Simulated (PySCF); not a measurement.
Level of theory: CAM-B3LYP-D3(BJ)/def2-TZVP run with PySCF. Isolated molecules, 0 K electronic values unless said otherwise. One relaxed conformer stands for a flexible species; it need not be the lowest. Delta-SCF ions had no search for a lower state. Excitations are Tamm–Dancoff values on a coarser integration grid. The basis has no diffuse functions, so Rydberg states are missing or too high.

Reference species (SMILES): `C=C(Cl)C[SiH3]` (Cl–C–C–Si torsion 74°) (neutral, multiplicity 1).

```json
{
 "vertical ionisation energy (Delta-SCF)": "9.33 eV",
 "HOMO–LUMO gap": "9.48 eV",
 "brightest of the four lowest singlets (TDA)": "7.00 eV"
}
```

Changed species: `C(=C\Cl)(/[SiH3])C`.

Problem. Give the shifts of the vertical ionisation energy (Delta-SCF), HOMO–LUMO gap and brightest of the four lowest singlets (TDA).

Solution. the vertical ionisation energy (Delta-SCF) rises by 0.10 eV, to 9.43 eV; the HOMO–LUMO gap falls by 0.07 eV, to 9.41 eV; the brightest of the four lowest singlets (TDA) falls by 0.11 eV, to 6.89 eV.
